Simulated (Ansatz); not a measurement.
Task: Name a neutral molecule of B, C, F, Se and H with ideal-gas entropy at 298 K and 1 bar (rigid rotor, harmonic PBE0-D4/def2-TZVP) between 307 and 323 J/(mol·K) and HOMO energy (ωB97M-V/def2-TZVPP) between -10.30 and -10.00 eV (Ansatz, PBE0-D4/def2-TZVP geometry).

Result: `B[Se]CF` (320 J/(mol·K), -10.07 eV). Other molecules can fit too; these were computed, each in one conformer that needn't be the lowest.
